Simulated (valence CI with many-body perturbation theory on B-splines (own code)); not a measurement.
# Ge XX: one-electron terms

Computed by valence CI with perturbative core correlation (CI+MBPT): three valence electrons over a frozen Dirac-Fock core [Ne], a basis of 11 s, 11 p, 9 d, 7 f, 5 g, 2 h, 1 i functions for each j, with the one-electron correlation potential Σ1 (screened to all orders), the two-electron term Σ2, the three-electron term Σ3, Breit, model QED; selected single and double excitations, second order for the rest (own B-spline code, finite nucleus).

No measured spectrum was set against this ion. As an estimate, levels of excited configurations hold to 0.05 to 0.15 % of their energy, terms of the ground configuration to about 0.5 %.

These are the spectroscopic orbitals of the CI (the correlating ones are not listed), shaped by the core and the other valence electrons. h is the expectation value of the core's Dirac-Fock operator, without the valence repulsion; Σ1 is computed up to l = 3 at one energy for each symmetry, that of its lowest orbital but kept below the first core excitation, so for empty shells it is not the orbital's own correlation shift; Breit and QED include the response of the core.

```csv
Orbital,h (hartree),Σ1 (cm⁻¹),Breit (cm⁻¹),QED (cm⁻¹),⟨r⟩ (bohr)
3s1/2,-32.325,-5665,2125,1450,0.5265
4s1/2,-17.262,-1814,805,561,0.9940
5s1/2,-10.722,-802,376,265,1.620
6s1/2,-7.3048,-431,207,147,2.392
3p1/2,-30.573,-6795,3438,-105,0.5126
4p1/2,-16.543,-2153,1303,-38.5,0.9993
5p1/2,-10.366,-979,630,-18.5,1.637
6p1/2,-7.1029,-533,353,-10.3,2.423
3p3/2,-30.299,-6596,2137,21.1,0.5179
4p3/2,-16.434,-2109,796,9.1,1.006
5p3/2,-10.312,-962,390,4.6,1.646
6p3/2,-7.0723,-524,218,2.6,2.434
3d3/2,-27.944,-7694,1328,-66.0,0.4645
4d3/2,-15.55,-2120,488,-23.7,0.9758
5d3/2,-9.8828,-938,235,-11.4,1.634
3d5/2,-27.894,-7539,556,-33.3,0.4659
4d5/2,-15.528,-2074,203,-10.7,0.9776
5d5/2,-9.8714,-918,98.4,-4.9,1.636
4f5/2,-15.103,-1452,27.9,-4.9,0.8739
5f5/2,-9.6578,-731,19.9,-2.8,1.544
4f7/2,-15.095,-1441,1.4,0.2,0.8747
5f7/2,-9.6536,-724,1.1,-0.3,1.545
5g7/2,-9.6132,,0.4,-0.8,1.368
5g9/2,-9.6108,,-0.1,0.6,1.369
```

Among the shells of the start configuration 3s2 3p1, Σ1 is largest in size for 3p1/2, where it is 0.10 % of h.

Lowest root of each symmetry, sizes in configuration state functions:

```csv
J,Parity,Roots,Reference,Variational,Second order,Change by selected CI (cm⁻¹),Change by second order (cm⁻¹)
1/2,even,9,65,7075,13586,-1520,0
3/2,even,13,100,12027,24929,-1340,0
5/2,even,12,99,13863,35839,-1515,-1
7/2,even,7,69,12569,34439,-3055,-1
9/2,even,4,42,9399,29701,-3752,-3
1/2,odd,7,63,6942,14654,-2921,-1
3/2,odd,12,100,11762,25378,-2893,-1
5/2,odd,9,95,12992,32665,-2143,-1
7/2,odd,5,68,11418,36455,-2482,-2
9/2,odd,2,34,8345,14612,-2395,-2
```
